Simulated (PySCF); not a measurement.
ClGaH2S2. Atoms are numbered in the order given.

```xyz
6

Ga     0.0000     0.0000     0.0026
Cl     0.0000     0.0000    -2.1365
S      0.0000    -1.9553     0.9927
H      0.0000    -1.4284     2.2375
S      0.0000     1.9553     0.9927
H      0.0000     1.4284     2.2375
```
Charge 0, spin multiplicity 1.

Geometry: PBE0-D3(BJ)/def2-SVP. The structure was generated by enumeration; whether it is a known compound was not checked. The values are those of a single conformer.

Computed with PBE/def2-TZVP (PySCF).

Atomic charges (e):

```tsv
atom	meta-Löwdin	Mulliken
Ga1	0.47	0.41
Cl2	-0.25	-0.23
S3	-0.23	-0.25
H4	0.12	0.16
S5	-0.23	-0.25
H6	0.12	0.16
```
